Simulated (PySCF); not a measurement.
**Orbital energies, ionisation energy and electron affinity**

Compound: MoO2(OH)2 (singlet state).
Structure used (PBE0-D3(BJ)/def2-SVP), in Å, numbered top down from 1:
```
atom  x, y, z in Å
Mo1    0.2599    0.0793    0.2523
O2    -0.0922    0.6965    1.7675
O3     1.9202   -0.0471    0.0895
O4    -0.3883    1.2193   -1.0756
H5    -0.9992    1.9546   -0.9463
O6    -0.5209   -1.6073    0.0945
H7    -0.0877   -2.3972   -0.2504
```

Level: CAM-B3LYP/def2-SVPD (PySCF). Frontier orbitals with their largest atomic shares (Löwdin; up to four atoms above 4 %):

```
orbital  ε (eV)                          main atoms
 HOMO−3  -11.77  O6 24 %, O2 24 %, O3 22 %, O4 20 %
 HOMO−2  -11.45  O3 27 %, O2 27 %, O4 18 %, O6 17 %
 HOMO−1  -11.30  O3 24 %, O2 23 %, O6 22 %, O4 22 %
   HOMO  -10.78                                   ?
   LUMO   -1.29  Mo1 59 %, O2 12 %, O3 12 %, O6 8 %
 LUMO+1   -1.15  Mo1 58 %, O3 14 %, O2 13 %, O4 6 %
 LUMO+2   -0.11  Mo1 52 %, O6 10 %, O4 10 %, O2 9 %
```

Question: What vertical ionisation energy does ΔSCF give, and how far is −ε(HOMO) from it?

Answer: ΔSCF: 11.54 eV (1114 kJ/mol; threshold wavelength 107 nm); ⟨S²⟩ of the doublet left behind is 0.818, against 0.75 for a pure doublet. −ε(HOMO) is 10.78 eV, 0.76 eV below it. In exact Kohn–Sham theory the two would be equal; CAM-B3LYP (range-separated hybrid) falls short of its own ΔSCF value by 7 %. Holes in the HOMO−1 and HOMO−2 were tried too where these lie within 1.2 eV of the HOMO; the lowest converged state counts.

Question: On which atoms does the HOMO lie?

Answer: O3 (oxygen bonded to Mo) 46 %, O2 (oxygen bonded to Mo) 46 %, Mo1 (molybdenum bonded to 4 O) 5 %. The HOMO−1 lies 0.52 eV lower.

Question: And the vertical electron affinity, the fundamental gap, Mulliken's electronegativity and the hardness (with the factor ½)?

Answer: EA = 0.50 eV by ΔSCF (−ε(LUMO) = 1.29 eV). IE − EA = 11.04 eV against an orbital gap of 9.49 eV; (IE + EA)/2 = 6.02 eV; (IE − EA)/2 = 5.52 eV. Parr's electrophilicity index (IE + EA)²/[8(IE − EA)] is 1.64 eV.

Question: The lowest singlet excitation (vertical TDDFT, same level) lies at 4.90 eV. How far is it below IE − EA?

Answer: IE − EA = 11.04 eV, so by 6.14 eV.

Question: What kinetic energy would electrons from this vertical process carry with 118.2 nm light (10.49 eV)?

Answer: The photon is 1.05 eV short of the vertical value.

Question: What total energies stand behind the ΔSCF value?

Answer: E(N) = -370.10389 Eh and E(N − 1) = -369.67966 Eh at the same geometry, 0.42423 Eh apart. With one more electron, E(N + 1) = -370.12217 Eh.

Geometry: PBE0-D3(BJ)/def2-SVP; no solvent, vibrations or thermal averaging. Atoms past krypton carry effective core potentials; spin–orbit coupling is left out.

These values come from a run that also computed excited states and ΔSCF ions. Time: 2.2 min wall (with the writing of density and orbital grids); peak memory 0.74 GiB. Hardware: Intel Xeon Platinum 8488C, one thread, shared host with 192 logical CPUs at a one-minute load of 96.
